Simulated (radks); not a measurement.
Correlation energies from several functionals, in hartree. Species: Cu [Ar] 3d10 4s1; Eu+ [Xe] 4f7 6s1; B3+ [He]. All-electron calculation, non-relativistic Kohn-Sham, exchange-only PBE, spin-polarised, spherical densities, point nucleus. Program: a radial shooting solver on a logarithmic mesh with Libxc functionals. Every spin shell is full or empty, so the densities are truly spherical. Functionals are evaluated on that one density, not self-consistently.

functional       Cu      Eu+        B3+
PW92        -2.5410  -6.1331   -0.16248
VWN5        -2.5531  -6.1595   -0.16336
PZ          -2.5361  -6.1257   -0.16179
PBE         -1.3385  -3.4972  -0.046307
PBEsol      -1.5361  -3.9401  -0.059358
LYP         -1.3675  -3.2174  -0.049945
P86         -1.5222  -3.9515  -0.052605
PW91        -1.4535  -3.7697  -0.055159
AM05        -2.3377  -5.7448   -0.14160
OP (B88)    -1.3162  -3.1331  -0.069141
TPSS        -1.3412  -3.4969  -0.047319
revTPSS     -1.3640  -3.5326  -0.049692
SCAN        -1.3628  -3.5379  -0.042294
B95         -1.5963  -4.3178  -0.060186
